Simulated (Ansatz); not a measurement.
Geometry optimisation, RKS revPBE-D4/def2-SVP (Ansatz 0.2.0).

The input (input.yaml):

```yaml
crystal:
  periodic: [false, false, false]
  atoms:
    - { symbol: B, position_ang: [0.0, 0.0, 0.0] }
    - { symbol: "N", position_ang: [0.0, 0.0, 1.9] }
    - { symbol: H, position_ang: [-0.877, -0.2713, 2.43] }
    - { symbol: H, position_ang: [0.877, 0.2713, 2.43] }
    - { symbol: Cl, position_ang: [1.6108, 0.0, -0.93] }
    - { symbol: Cl, position_ang: [-1.6108, 0.0, -0.93] }
    - { symbol: H, position_ang: [-0.4335, 1.3459, 0.4698] }
    - { symbol: H, position_ang: [-0.3569, 1.1079, 1.3606] }
basis:
  gaussian: { orbitals: def2-SVP }
hamiltonian:
  xc: revpbe
  dispersion: d4
relax:
  f_tol: 0.15
  max_steps: 25
  restrain:
    - { distance: [0, 6], at: 1.19, k: 30.0 }
    - { distance: [7, 1], at: 1.06, k: 30.0 }
    - { distance: [0, 1], at: 2.75, k: 30.0 }
    - { distance: [7, 6], at: 1.86, k: 30.0 }
output:
  orbitals: {}
```

Launched with:

```bash
$ ansatz run input.yaml --threads 2 --pin off --max-ram 3072MiB --backend cpu --events-out ev --progress --plain --runs-dir out
```

Problem. Where does it end, and by what steps?

Solution. The run converged. The restraints hold the end off the free minimum. After 7 steps the energy has fallen by 2.744 eV (the restraints' own energy left out); B1 moved furthest, 0.75 Å.

```csv
step,energy less start (eV),largest force component (eV/Å),accepted
0,0.0000,3.297,yes
1,-0.7593,4.059,yes
2,-1.4683,3.565,yes
3,-1.9707,2.497,yes
4,-2.4279,3.238,yes
5,-2.6021,1.410,yes
6,-2.7245,0.803,yes
7,-2.7435,0.591,yes
```

```xyz
8
Properties=species:S:1:pos:R:3
B -0.113 0.479 -0.564
N -0.056 0.054 2.139
H -0.858 -0.256 2.702
H 0.774 0.059 2.745
Cl 1.480 -0.024 -1.135
Cl -1.553 -0.404 -1.065
H -0.226 1.505 0.046
H -0.239 1.042 1.862
```

The run took 10 s on 2 threads of Arm Neoverse V2, with other jobs on the host, peak memory 0.12 GiB.
